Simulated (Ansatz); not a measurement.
A made-up structure of InNH4S, singlet:

N1  (0.928, -0.375, -0.908)
In2  (-0.606, 0.673, -0.143)
S3  (-1.051, 0.218, 2.158)
H4  (1.240, -1.221, -0.459)
H5  (1.042, -0.449, -1.907)
H6  (-1.458, 1.875, -0.996)
H7  (-0.178, 2.305, 0.239)
(Å)

It is relaxed with PBE-D4/def2-SVP and then PBE0-D4/def2-TZVP (Ansatz 0.2.0). Atoms count as bonded within 1.22 times the sum of their covalent radii (H–H: 0.88 Å). The end point is not checked to be a true minimum.

Question: Does its bonding change? (Judge from chemistry; the calculation decides.)

Answer: By the calculation: Yes. Formed: S3–H7; broken: In2–H7.

Where it ends: The first stage lowers the energy by 4.07 eV in 18 steps. It ends as InNH₄S ([NH2][InH][SH]):
| atom | x (Å) | y (Å) | z (Å) |
| --- | --- | --- | --- |
| N1 | 0.9269 | -0.5437 | -1.1756 |
| In2 | -0.3790 | 0.8185 | -0.4948 |
| S3 | -0.2479 | 1.0778 | 1.8755 |
| H4 | 1.3401 | -1.2117 | -0.5445 |
| H5 | 0.8226 | -0.9442 | -2.0941 |
| H6 | -1.3841 | 1.7674 | -1.4914 |
| H7 | -1.1605 | 2.0621 | 1.9096 |

Labels in which every atom is bracketed show which atoms are joined, not bond orders.

For scale, one of the runs: PBE0-D4/def2-TZVP relaxation, 142 basis functions, launched by `ansatz run in.yaml --threads 2 --pin off --events-out ev --progress --plain --max-ram 4352MiB`. Hardware: 2 CPU threads of an Arm Neoverse V2, shared host. Wall time about 33 s.
